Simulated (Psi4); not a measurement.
lithium hydride (HLi), singlet, geometry from GFN2-xTB (such geometries of metal compounds can be far from the true shape); BHHLYP/def2-SVP, TDA run with Psi4.

Psi4 was given this input:
```
memory 2 GB

molecule {
0 1
Li   -0.00000000   -0.00000000   -0.34356182
H     0.00000000    0.00000000    1.03068545
symmetry c1
}

set {
  basis def2-svp
  puream true
  save_jk true
  tdscf_states [5]
  tdscf_tda true
  d_convergence 1e-8
}

energy('td-bhhlyp')
print_variables()
```

Output, abridged:

```
   => Loading Basis Set <=

    Name: DEF2-SVP
    Role: ORBITAL
    Keyword: BASIS

         ---------------------------------------------------------
                                   SCF
               by Justin Turney, Rob Parrish, Andy Simmonett
                          and Daniel G. A. Smith
                              RKS Reference
         ---------------------------------------------------------

  ==> Geometry <==

    Molecular point group: c1
    Full point group: C_inf_v

    Geometry (in Angstrom), charge = 0, multiplicity = 1:

       Center              X                  Y                   Z               Mass
    ------------   -----------------  -----------------  -----------------  -----------------
         LI           0.000000000000     0.000000000000    -0.172610968014     7.016003436600
         H            0.000000000000     0.000000000000     1.201636301986     1.007825032230

  Running in c1 symmetry.

  Rotational constants: A = ************  B =     10.12916  C =     10.12916 [cm^-1]
  Rotational constants: A = ************  B = 303664.57810  C = 303664.57810 [MHz]
  Nuclear repulsion =    1.155200862803970

  Charge       = 0
  Multiplicity = 1
  Electrons    = 4
  Nalpha       = 2
  Nbeta        = 2

  ==> Algorithm <==

  SCF Algorithm Type is DF.
  DIIS enabled.
  MOM disabled.
  Fractional occupation disabled.
  Guess Type is SAD.
  Energy threshold   = 1.00e-06
  Density threshold  = 1.00e-08
  Integral threshold = 1.00e-12

  ==> Primary Basis <==

  Basis Set: DEF2-SVP
    Blend: DEF2-SVP
    Number of shells: 8
    Number of basis functions: 14
    Number of Cartesian functions: 14
    Spherical Harmonics?: true
    Max angular momentum: 1

  ==> DFT Potential <==

   => LibXC <=

    Version 7.1.2
    S. Lehtola, C. Steigemann, M. J. T. Oliveira, and M. A. L. Marques,  SoftwareX 7, 1–5 (2018) (10.1016/j.softx.2017.11.002)

   => Composite Functional: BHANDHLYP <=

    BHandHLYP Hyb-GGA Exchange-Correlation Functional

    A. D. Becke,  J. Chem. Phys. 98, 1372 (1993) (10.1063/1.464304)
    Defined through Gaussian implementation.

    Deriv               =              1
    GGA                 =           TRUE
    Meta                =          FALSE

    Exchange Hybrid     =           TRUE
    MP2 Hybrid          =          FALSE

   => Exchange Functionals <=

    0.5000         Becke 88

   => Exact (HF) Exchange <=

    0.5000               HF

   => Correlation Functionals <=

    1.0000   Lee, Yang & Parr

   => LibXC Density Thresholds  <==

    XC_HYB_GGA_XC_BHANDHLYP:  1.00E-15

   => Molecular Quadrature <=

    Radial Scheme          =       TREUTLER
    Pruning Scheme         =           NONE
    Nuclear Scheme         =       TREUTLER

    Blocking Scheme        =         OCTREE
    BS radius alpha        =              1
    Pruning alpha          =              1
    Radial Points          =             75
    Spherical Points       =            302
    Total Points           =          44269
    Total Blocks           =            412
    Max Points             =            255
    Max Functions          =             14
    Weights Tolerance      =       1.00E-15

   => Loading Basis Set <=

    Name: (DEF2-SVP AUX)
    Role: JKFIT
    Keyword: DF_BASIS_SCF

  ==> Integral Setup <==

  SCF_SUBTYPE=INCORE selected. In-core MEM_DF algorithm will be used.
  Using in-core AOs.

  ==> MemDFJK: Density-Fitted J/K Matrices <==

    J tasked:                   Yes
    K tasked:                   Yes
    wK tasked:                   No
    Algorithm:                 Core
    Schwarz Cutoff:           1E-12
    Mask sparsity (%):       0.0000
    Fitting Condition:        1E-10

   => Auxiliary Basis Set <=

  Basis Set: (DEF2-SVP AUX)
    Blend: DEF2-UNIVERSAL-JKFIT
    Number of shells: 23
    Number of basis functions: 69
    Number of Cartesian functions: 80
    Spherical Harmonics?: true
    Max angular momentum: 3

  Minimum eigenvalue in the overlap matrix is 3.8519784674E-02.
  Reciprocal condition number of the overlap matrix is 1.2640456794E-02.
    Using symmetric orthogonalization.

  ==> Pre-Iterations <==

  SCF Guess: Superposition of Atomic Densities via on-the-fly atomic UHF (no occupation information).

   -------------------------
    Irrep   Nso     Nmo
   -------------------------
     A         14      14
   -------------------------
    Total      14      14
   -------------------------

  ==> Iterations <==

                           Total Energy        Delta E     RMS |[F,P]|

   @DF-RKS iter SAD:    -7.83643262446117   -7.83643e+00   0.00000e+00
   @DF-RKS iter   1:    -8.03351415427234   -1.97082e-01   1.02725e-02 ADIIS/DIIS
   @DF-RKS iter   2:    -8.05674504237490   -2.32309e-02   2.08761e-03 ADIIS/DIIS
   @DF-RKS iter   3:    -8.05757666967738   -8.31627e-04   1.10477e-04 ADIIS/DIIS
   @DF-RKS iter   4:    -8.05758492669566   -8.25702e-06   3.38450e-05 DIIS
   @DF-RKS iter   5:    -8.05758561634527   -6.89650e-07   6.38795e-06 DIIS
   @DF-RKS iter   6:    -8.05758565784895   -4.15037e-08   3.44829e-07 DIIS
   @DF-RKS iter   7:    -8.05758565789486   -4.59082e-11   1.15436e-08 DIIS
   @DF-RKS iter   8:    -8.05758565789491   -4.79616e-14   8.90271e-10 DIIS
  Energy and wave function converged.

  ==> Post-Iterations <==

   Electrons on quadrature grid:
      Ntotal   =    4.0000000192 ; deviation = 1.915e-08

    Orbital Energies [Eh]
    ---------------------

    Doubly Occupied:

[...]
    Virtual:

[...]
    Final Occupation by Irrep:
              A
    DOCC [     2 ]
    NA   [     2 ]
    NB   [     2 ]

  @DF-RKS Final Energy:    -8.05758565789491

   => Energetics <=

    Nuclear Repulsion Energy =              1.1552008628039698
    One-Electron Energy =                 -12.7860087847001118
    Two-Electron Energy =                   4.7487448694483083
    DFT Exchange-Correlation Energy =      -1.1755226054470729
    Empirical Dispersion Energy =           0.0000000000000000
    VV10 Nonlocal Energy =                  0.0000000000000000
    Total Energy =                         -8.0575856578949079

Computation Completed

Properties will be evaluated at   0.000000,   0.000000,   0.000000 [a0]

Properties computed using the SCF density matrix

 Multipole Moments:

 ------------------------------------------------------------------------------------
     Multipole            Electronic (a.u.)      Nuclear  (a.u.)        Total (a.u.)
 ------------------------------------------------------------------------------------

 L = 1.  Multiply by 2.5417464519 to convert [e a0] to [Debye]
 Dipole X            :         -0.0000000            0.0000000           -0.0000000
 Dipole Y            :         -0.0000000            0.0000000           -0.0000000
 Dipole Z            :         -3.3805375            1.2922011           -2.0883363
 Magnitude           :                                                    2.0883363

 ------------------------------------------------------------------------------------

******************************************************************************************
**********                               WARNING                                **********
**********       The names of excited state variables changed between 1.5       **********
**********     and 1.6. For a quick solution, remove the symmetry specifier     **********
**********   from the variable name. For full details, see 'Notes on Psivars'   **********
**********                        in the documentation.                         **********
******************************************************************************************

         ---------------------------------------------------------
                         TDSCF excitation energies
                 by Andrew M. James and Daniel G. A. Smith
         ---------------------------------------------------------

  ==> Options <==

     Residual threshold  : 1.0000e-06
     Initial guess       : denominators
     Reference           : RHF
     Solver type         : TDA (Davidson)

  ==> Requested Excitations <==

      5 singlet states with A symmetry

  ==> Seeking the lowest 5 singlet states with A symmetry

                         Generalized Davidson Solver
                               By Ruhee Dcunha

  ==> Options <==

    Max number of iterations        = 60
    Eigenvector tolerance           = 1.0000e-06
    Max number of expansion vectors = 1500

  => Iterations <=
                           Max[D[value]]     Max[|R|]   # vectors
  DavidsonSolver iter   1:   3.63721e-01  9.43001e-03     20
  DavidsonSolver iter   2:   3.24062e-05  1.38634e-15     24      Converged

******************************************************************************************
**********                               WARNING                                **********
**********  Length-gauge rotatory strengths are **NOT** gauge-origin invariant  **********
******************************************************************************************

                                    Excitation Energy         Total Energy        Oscillator Strength             Rotatory Strength
     #   Sym: GS->ES (Trans)        au              eV              au          au (length)    au (velocity)    au (length)    au (velocity)
    ---- -------------------- --------------- --------------- --------------- --------------- --------------- --------------- ---------------
     1        A->A (1 A)       0.14722         4.00602        -7.91037         0.0449          0.0131         -0.0000         -0.0000
     2        A->A (1 A)       0.20386         5.54741        -7.85372         0.2715          0.1657          0.0000          0.0000
     3        A->A (1 A)       0.20386         5.54741        -7.85372         0.2715          0.1657         -0.0000         -0.0000
     4        A->A (1 A)       0.23284         6.33579        -7.82475         0.0144          0.0414         -0.0000         -0.0000
     5        A->A (1 A)       0.36370         9.89685        -7.69388         0.1356          0.0900          0.0000          0.0000

Contributing excitations
Only contributions with abs(coeff) > 1.00e-01 will be printed:

Excited State    1 (1 A):   0.14722 au   309.49 nm f = 0.0449
  Sums of squares: Xssq =  1.000000e+00
      2a  ->   3a     0.966863 (93.482%)
      2a  ->   6a     0.243764 ( 5.942%)

Excited State    2 (1 A):   0.20386 au   223.50 nm f = 0.2715
  Sums of squares: Xssq =  1.000000e+00
      2a  ->   4a     0.977260 (95.504%)
      2a  ->   5a     0.208886 ( 4.363%)

Excited State    3 (1 A):   0.20386 au   223.50 nm f = 0.2715
  Sums of squares: Xssq =  1.000000e+00
      2a  ->   4a     0.208886 ( 4.363%)
      2a  ->   5a    -0.977260 (95.504%)

Excited State    4 (1 A):   0.23284 au   195.69 nm f = 0.0144
  Sums of squares: Xssq =  1.000000e+00
      2a  ->   3a    -0.243351 ( 5.922%)
      2a  ->   6a     0.969428 (93.979%)

Excited State    5 (1 A):   0.36370 au   125.28 nm f = 0.1356
  Sums of squares: Xssq =  1.000000e+00
      2a  ->   7a     0.995385 (99.079%)

******************************************************************************************
**********                               WARNING                                **********
**********       The names of excited state variables changed between 1.5       **********
**********     and 1.6. For a quick solution, remove the symmetry specifier     **********
**********   from the variable name. For full details, see 'Notes on Psivars'   **********
**********                        in the documentation.                         **********
******************************************************************************************

  Variable Map:
  ----------------------------------------------------------------------------
[...]
  Array Variable Map:
  ----------------------------------------------------------------------------
[...]
[...]
```
